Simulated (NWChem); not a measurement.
Species: InHBrF; SMILES [Br][InH][F]

All runs: NWChem. This build's default masses of Se (78.918 u) and Br (79.917 u) are each other's, which moves their modes by up to 0.6 %. def2 effective core potentials on In; no spin-orbit coupling. B3LYP is NWChem's, with the RPA form of VWN correlation. Each level has its own optimisation; frequencies are unscaled.

```tsv
level	r H–In (Å)	r F–In (Å)	r Br–In (Å)	highest harmonic frequency (cm⁻¹)	lowest (cm⁻¹)	zero-point energy (kcal/mol)
B3LYP/3-21G (all-electron, non-relativistic)	1.743	1.931	2.526	1829	131	5.3
Hartree-Fock/STO-3G (all-electron, non-relativistic)	1.563	1.863	2.393	2006	145	6.0
PBE0/def2-SVP (core potentials)	[?]	[?]	[?]	[?]	[?]	5.3
```

Problem. Fill in the missing entries.

Solution. 
- PBE0/def2-SVP (core potentials), r H–In (Å): 1.701
- PBE0/def2-SVP (core potentials), r F–In (Å): 1.954
- PBE0/def2-SVP (core potentials), r Br–In (Å): 2.468
- PBE0/def2-SVP (core potentials), highest harmonic frequency (cm⁻¹): 1878
- PBE0/def2-SVP (core potentials), lowest (cm⁻¹): 119
